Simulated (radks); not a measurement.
The nitrogen anion N2-, [He] 2s2 2p5, held by a Watson sphere: a shell of charge +2.76 at radius R that stands for the Madelung well of a crystal (potential energy -2.76/R inside, -2.76/r outside, in hartree with lengths in bohr). Calculated with a radial shooting solver on a logarithmic mesh with Libxc functionals: non-relativistic Kohn-Sham, PBE, spin-unpolarised, spherical densities, point nucleus. Response by self-consistent Sternheimer equations with the Hartree and adiabatic LDA kernel. The sphere does not respond.

| R (bohr) | e(1s) (eV) | e(2s) (eV) | e(2p) (eV) | <r> 2p (bohr) | sum of <r^2> (bohr^2) | X-ray form factor at sin(theta)/lambda = 0.1 1/angstrom | alpha (bohr^3) |
|---|---|---|---|---|---|---|---|
| 1.66 | -386.86 | -29.023 | -17.167 | 1.483 | 18.29 | 7.797 | 8.056 |
| 1.8 | -386.68 | -27.886 | -16.256 | 1.531 | 19.43 | 7.733 | 9.320 |
| 3.47 | -383.60 | -19.439 | -8.926 | 2.000 | 32.66 | 7.132 | 44.62 |
| 3.61 | -383.35 | -19.045 | -8.543 | 2.034 | 33.81 | 7.093 | 50.31 |
| 3.62 | -383.34 | -19.018 | -8.517 | 2.037 | 33.90 | 7.090 | 50.74 |
| 3.89 | -382.90 | -18.346 | -7.853 | 2.101 | 36.17 | 7.019 | 63.64 |
